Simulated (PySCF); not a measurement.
B(GeH3)2(Me), SMILES C[B]([GeH3])[GeH3] (CH9BGe2), singlet (PBE0/def2-SVP optimised geometry):

```
13

B      0.096     0.285     0.000
Ge    -1.978     0.285     0.000
H     -2.580    -0.494     1.188
H     -2.588     1.704     0.000
H     -2.470    -0.421    -1.285
Ge     1.095    -1.492     0.388
H      0.454    -2.317     1.523
H      1.038    -2.369    -0.885
H      2.588    -1.287     0.729
C      0.891     1.596    -0.269
H      1.918     1.469    -0.643
H      0.996     2.011     0.760
H      0.362     2.369    -0.847
```

Computed with PBE0/def2-TZVP in PySCF 2.14.0.

Task: What are the frontier orbital energies and the dipole moment?

Result: HOMO-2 -9.24 eV, HOMO-1 -8.68 eV, HOMO -7.42 eV, LUMO -2.18 eV, LUMO+1 0.49 eV; dipole moment 1.44 D.

On the same geometry PBE/def2-TZVP (PySCF 2.14.0) gives HOMO-2 -7.95 eV, HOMO-1 -7.42 eV, HOMO -6.32 eV, LUMO -3.09 eV, LUMO+1 -0.24 eV; dipole moment 1.43 D.

Meta-Löwdin charges at PBE0/def2-TZVP: B1 -0.07, Ge2 0.19, H3 -0.05, H4 -0.06, H5 -0.04, Ge6 0.19, H7 -0.05, H8 -0.04, H9 -0.06, C10 -0.44, H11 0.13, H12 0.16, H13 0.13.
